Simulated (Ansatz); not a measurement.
Basis-set series for CH₆ClNSi, SMILES `N[SiH2]CCl`. Total charge 0; spin multiplicity 1. The geometry is a stationary point of PBE0-D4/def2-TZVP. It is one conformer, not always the lowest.

```json
{"functional": "PBE0-D4", "basis": "def2-TZVPP", "functions": "230", "energy (Eh)": "-845.87309", "HOMO (eV)": "-7.45", "LUMO (eV)": "0.34"}
{"functional": "PBE0-D4", "basis": "def2-QZVPP", "functions": "434", "energy (Eh)": "-845.90286", "HOMO (eV)": "-7.50", "LUMO (eV)": "0.12"}
{"functional": "ωB97M-V", "basis": "def2-TZVPP", "functions": "230", "energy (Eh)": "-846.16182", "HOMO (eV)": "-9.77", "LUMO (eV)": "1.98"}
{"functional": "ωB97M-V", "basis": "def2-QZVPP", "functions": "434", "energy (Eh)": "-846.19009", "HOMO (eV)": "-9.82", "LUMO (eV)": "1.53"}
```

Task: Give the rows for def2-SVP. (Estimate.)

Result: Computed: 
```
functional     basis  functions  energy (Eh)  HOMO (eV)  LUMO (eV)
   PBE0-D4  def2-SVP         94   -845.49317      -7.22       0.93
   ωB97M-V  def2-SVP         94   -845.77747      -9.52       2.93
```

Positive LUMOs are unbound and depend on the basis.
